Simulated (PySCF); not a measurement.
## Excited states of Ne (neon, neutral)

Ground state [Ne], ¹S. Computed with PySCF 2.14 in aug-cc-pVDZ with one added diffuse shell each of s, p, d type (5s4p3d, 32 functions), with the non-relativistic Hamiltonian (point nucleus). Vertical excitation energies in eV without spin-orbit coupling; excited terms of each kind are numbered among those the solver found. Frozen: 1s2.

```
 term  leading excitation  EOM-EE-CCSD
1 3P°              2p → s       16.262
1 1P°              2p → s       16.468
 1 3S              2p → p       17.971
 1 3D              2p → p       18.199
 1 1D              2p → p       18.264
 1 3P              2p → p       18.307
 1 1P              2p → p       18.312
 1 1S              2p → p       18.596
 2 3S              2p → p       22.083
2 3P°              2p → s       22.770
 2 1D              2p → p       22.918
2 1P°              2p → s       23.293
```

Only the lower part of the computed list is shown. The solver can miss terms. Rydberg members are limited by the diffuse functions of the basis.
